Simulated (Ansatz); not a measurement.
Start from `OB(F)CF` and change one atom or group to get `CB(O)F`.

Ansatz, PBE0-D4/def2-TZVP geometries, multiplicity 1. Each molecule was computed in one conformer, which needn't be the lowest.

```json
{"property": "HOMO–LUMO gap (PBE/def2-TZVPP) / eV", "`OB(F)CF`": "7.23"}
{"property": "LUMO energy (ωB97M-V/def2-TZVPP) / eV", "`OB(F)CF`": "1.91"}
{"property": "HOMO–LUMO gap (PBE0/def2-TZVPP) / eV", "`OB(F)CF`": "10.01"}
{"property": "HOMO energy (ωB97M-V/def2-TZVPP) / eV", "`OB(F)CF`": "-11.77"}
{"property": "LUMO energy (PBE0/def2-TZVPP) / eV", "`OB(F)CF`": "0.63"}
{"property": "LUMO energy (PBE/def2-TZVPP) / eV", "`OB(F)CF`": "-0.42"}
```

Problem. What does the change do to each property? (An estimate is asked.)

Solution. Ansatz gave: 
```csv
property,`CB(O)F`,shift
HOMO–LUMO gap (PBE/def2-TZVPP) / eV,8.21,0.98
LUMO energy (ωB97M-V/def2-TZVPP) / eV,2.01,0.10
HOMO–LUMO gap (PBE0/def2-TZVPP) / eV,10.65,0.64
HOMO energy (ωB97M-V/def2-TZVPP) / eV,-12.27,-0.50
LUMO energy (PBE0/def2-TZVPP) / eV,0.76,0.13
LUMO energy (PBE/def2-TZVPP) / eV,-0.05,0.37
```

With PBE0 the HOMO falls by 0.52 eV and the LUMO rises by 0.13 eV, so the gap widens by about 0.65 eV. PBE moves the HOMO by -0.61 eV and ωB97M-V by -0.50 eV.
